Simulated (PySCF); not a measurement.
# Field gradients at the hydrogen positions

Species: C5H7F2NO.
Geometry (GFN2-xTB, Å), atoms numbered from 1 in this order:
```xyz
16
C5H7F2NO angstrom
N      1.634    1.331    1.920
C      1.321    0.938    0.895
C      0.905    0.456   -0.404
C     -0.596    0.704   -0.638
C     -1.483    0.262    0.525
O     -1.440   -1.144    0.646
C      1.255   -1.032   -0.542
F      2.583   -1.226   -0.358
F      0.992   -1.441   -1.806
H      1.486    0.995   -1.164
H     -0.755    1.771   -0.801
H     -0.895    0.164   -1.538
H     -2.510    0.596    0.322
H     -1.142    0.737    1.456
H     -2.063   -1.424    1.325
H      0.702   -1.678    0.152
```

Level: PBE0/pcSseg-1 (PySCF, non-relativistic); Q(2H) = 0.00286 b; rigid geometry, the same for H and D, with no vibrational averaging.

Question: Rank these positions by the coupling χzz of a deuteron there, largest first.
A. H10 (methine hydrogen)
B. H14 (methylene hydrogen)
C. H11 (methylene hydrogen)
D. H15 (hydroxyl hydrogen)
E. H16 (methine hydrogen)

Answer: D (317 kHz), C (203 kHz), A (191 kHz), B (186 kHz), E (175 kHz).

Give the electric field gradient Vzz (the principal value of largest size), its asymmetry and the 2H coupling at each hydrogen.

```tsv
atom	bonded to	bond length (Å)	Vzz (au)	η	χzz (kHz)
H10	C3	1.098	0.2838	0.02	191
H11	C4	1.091	0.3022	0.04	203
H12	C4	1.091	0.2978	0.04	200
H13	C5	1.098	0.2846	0.07	191
H14	C5	1.099	0.2762	0.05	186
H15	O6	0.962	0.4710	0.14	317
H16	C7	1.098	0.2602	0.04	175
```

Average by the element that carries the hydrogen.

on C: 191 kHz over 6 positions, mean bond length 1.096 Å; on O: 317 kHz over 1 position, mean bond length 0.962 Å.

One conformer (not necessarily the lowest) at the GFN2-xTB geometry, without solvent, vibrations or thermal averaging. GFN2-xTB bond lengths can be off by several hundredths of an ångström, more for odd bonds, and the gradients follow them. With so small a basis the couplings can be 20 % off.
